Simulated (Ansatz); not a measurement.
Reaction (SMILES): N[SiH2]O[SiH2]N -> N[SiH2]O[SiH2] + [NH2] (NH2) (the N-Si bond at the site shown breaks; other sites are not compared here)
Each molecule is optimised on its own at B3LYP-D3(BJ)/def2-TZVP (Ansatz, a program for electronic structure), one conformer each, not searched for the lowest.

Quantity: bond dissociation energy (electronic energy difference), in kcal/mol. Correlated levels leave the core frozen unless marked. Open shells are spin-unrestricted. No spin-orbit coupling. Non-relativistic. CBS marks a two-point X^-3 extrapolation of the correlation energy; Hartree-Fock from the larger set.

```csv
level,program,bond dissociation energy (kcal/mol)
revPBE-D3(BJ)/def2-TZVPD,Ansatz + dftd3,(withheld)
B2GP-PLYP-D3(BJ)/def2-TZVPD,Ansatz + dftd3,112.8
RPA@PBE/cc-pV(T+d)Z,Ansatz,106.1
RPA@PBE/cc-pV(Q+d)Z,Ansatz,108.2
"CCSD(T)/CBS(cc-pV(T+d)Z,cc-pV(Q+d)Z)",Ansatz,(withheld)
```

**Question.** Some entries are withheld; supply them.

**Answer.** 
- revPBE-D3(BJ)/def2-TZVPD, bond dissociation energy (kcal/mol): 104.5
- CCSD(T)/CBS(cc-pV(T+d)Z,cc-pV(Q+d)Z), bond dissociation energy (kcal/mol): 115.7
